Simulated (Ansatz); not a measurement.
# Molecular dynamics, step by step

BCl₃F (charge -1), singlet, PBE0-D4/def2-SVPD (Ansatz 0.2.0). Settings (timestep in fs, temperature in K; T counts 9 degrees of freedom):

```yaml
hamiltonian: {xc: pbe0, dispersion: d4}
md: {n_steps: 80, timestep: 0.75, temperature: 300, ensemble: nve, seed: 600, initial_velocities: maxwell_boltzmann}
```

Start:

```tsv
atom	x (Å)	y (Å)	z (Å)
F1	-0.1398	0.0775	-1.4662
Cl2	-1.1353	1.2719	0.7062
B3	-0.0102	0.0057	-0.1074
Cl4	-0.4845	-1.7129	0.4864
Cl5	1.7698	0.3578	0.3810
```

```tsv
step	time (fs)	potential energy less the start (meV)	kinetic energy (meV)	T (K)
0	0.00	0.0	116.3	300
5	3.75	12.5	103.8	268
10	7.50	42.7	73.8	190
15	11.25	69.2	47.2	122
20	15.00	79.6	36.9	95
25	18.75	77.4	39.0	101
30	22.50	75.1	41.3	106
35	26.25	79.2	37.2	96
40	30.00	85.2	31.3	81
45	33.75	83.8	32.6	84
50	37.50	69.5	46.9	121
55	41.25	45.3	71.1	183
60	45.00	23.5	92.8	239
65	48.75	19.3	97.1	250
70	52.50	37.4	79.0	204
75	56.25	63.4	53.1	137
80	60.00	75.6	40.8	105
```

Step 10, positions (Å) and forces (eV/Å):

```
atom       x       y       z      Fx      Fy      Fz
  F1  -0.137   0.060  -1.479  -0.092   0.010  -0.028
 Cl2  -1.161   1.292   0.721   0.310  -0.413  -0.293
  B3  -0.031  -0.036  -0.121   0.416   0.923   0.309
 Cl4  -0.480  -1.707   0.480  -0.158  -0.423   0.134
 Cl5   1.796   0.354   0.384  -0.477  -0.096  -0.123
```

Step 25, positions (Å) and forces (eV/Å):

```tsv
atom	x	y	z	Fx	Fy	Fz
F1	-0.137	0.036	-1.494	-0.023	0.242	0.553
Cl2	-1.190	1.309	0.734	0.630	-0.629	-0.513
B3	-0.025	-0.017	-0.120	0.286	0.553	0.009
Cl4	-0.479	-1.710	0.474	-0.098	-0.135	0.145
Cl5	1.821	0.347	0.384	-0.795	-0.030	-0.195
```

Step 40, positions (Å) and forces (eV/Å):

```csv
atom,x,y,z,Fx,Fy,Fz
F1,-0.138,0.028,-1.478,0.089,0.581,0.309
Cl2,-1.198,1.306,0.730,0.697,-0.407,-0.457
B3,0.009,0.055,-0.112,-0.309,-0.745,0.146
Cl4,-0.480,-1.716,0.473,0.071,0.371,0.118
Cl5,1.821,0.338,0.378,-0.549,0.200,-0.116
```

Last step (80):

F1  (-0.129, 0.135, -1.426)
Cl2  (-1.136, 1.258, 0.681)
B3  (-0.030, -0.038, -0.069)
Cl4  (-0.480, -1.706, 0.496)
Cl5  (1.767, 0.347, 0.364)
(Å)

The run took about 2.6 min on 4 CPU threads of an Intel Xeon Platinum 8259CL (shared host).
